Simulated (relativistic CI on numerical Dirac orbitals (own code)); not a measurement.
Cr⁵⁺: 3s photoemission

Computed with this model: Dirac-Coulomb-Breit CI, KLI orbitals optimised for each configuration, model QED (radiative potential, 1s self-energy scaled to tabulated hydrogen-like ionisation energies), valence Slater integrals scaled by 0.9, multiplet model of photoemission in the sudden approximation; configurations [Ar] 3d → [Ne] 3s 3p6 3d; 80 K; Lorentzian 1.05 eV and Gaussian 0.6 eV FWHM. Energies are those of the free ion, without screening or charge transfer. The energies are binding energies and can lie tens of eV above those of solids. Without intra-shell correlation the exchange splitting of an s hole comes out too large, often by half or more. S is read from ⟨S²⟩ = S(S + 1).

free ion: ground-state S = 0.50, centroid 172.80 eV. Peaks (eV, height): 171.6 (100), 176.4 (33).

Strongest unbroadened transitions for free ion:

```csv
Energy (eV),Relative strength
171.65,97.8
171.70,100.0
176.32,63.0
```
